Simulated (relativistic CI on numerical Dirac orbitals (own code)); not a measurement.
Computed by Dirac-Coulomb-Breit CI, orbitals from a KLI potential per configuration, QED by a radiative potential, unscaled Slater integrals (own radial code, finite nucleus).

The strongest absorption lines from the ground level of an ion, among the configurations computed and to levels below about 120 eV (vacuum wavelength in nm, gf): 18.770 (0.77), 18.983 (5.1), 19.760 (0.45), 19.864 (1.3), 19.897 (2.7), 21.694 (0.14), 37.688 (0.076), 38.831 (0.21).

Q: Which ion is it?
A. Cu XIV
B. Co XII
C. Mn X
D. Mn VIII

A: C. Mn X has 16 electrons and the ground level 3s²3p⁴ ³P2; the strongest line goes to 3s²3p³3d ³D°3. The pattern of lines fixes the number of electrons, and along that sequence the line energies rise steadily with the charge (about as its square where n changes within one kind of shell, about linearly where n is kept but much faster in heavy ions where fine structure, which grows about as Z⁴, sets the gap, and irregularly where shells cross), which fixes Z. Configurations outside the model, such as inner-shell arrays, can give stronger lines. At this charge energies of transitions that change n are usually good to better than 1 %, and those within a shell (Δn = 0) to a few per cent.

LS names give the leading component of a level, which can be under half, so a name can repeat, a term be missing and a line seem to break the LS rules.
